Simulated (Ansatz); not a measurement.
This geometry of AlFH$_{3}$O$_{3}$ (8 atoms, charge 0, multiplicity 2) is a first-order saddle point.

These are results of UKS BLYP/def2-SVP (Ansatz 0.2.0), not measurements.

```xyz
8
Properties=species:S:1:pos:R:3
Al -0.119 -0.513 0.772
F -0.732 -2.011 1.256
O 1.369 -0.549 -0.113
H 2.102 -0.557 -0.736
O -1.296 0.371 -0.256
H -2.135 -0.096 -0.449
O 0.159 0.562 2.180
H -0.072 0.193 3.057
```

Problem. Which two structures does it join? (They come from a converged band through this point; their orientation in space is the band's.)

Solution. No bond is made or broken.

First end point:

```xyz
8
Properties=species:S:1:pos:R:3
Al -0.151 -0.616 0.780
F -0.741 -2.110 1.288
O 1.387 -0.748 -0.134
H 1.769 0.095 -0.455
O -1.248 0.261 -0.323
H -2.079 -0.179 -0.594
O 0.225 0.509 2.116
H 0.113 0.189 3.033
```

Last end point:

```xyz
8
Properties=species:S:1:pos:R:3
Al -0.104 -0.415 0.725
F -0.371 -2.048 1.070
O 1.397 -0.111 -0.193
H 1.943 -0.881 -0.453
O -1.414 0.341 -0.225
H -2.186 -0.209 -0.469
O 0.039 0.590 2.197
H -0.027 0.133 3.059
```

Problem. How far does it lie above each of them?

Solution. 0.172 eV above the first and 0.164 eV above the second. This is the barrier of this one path; another mechanism may lie lower.

Run time: 7 min on 4 threads of Arm Neoverse V1, on a shared host, peak memory 0.22 GiB.
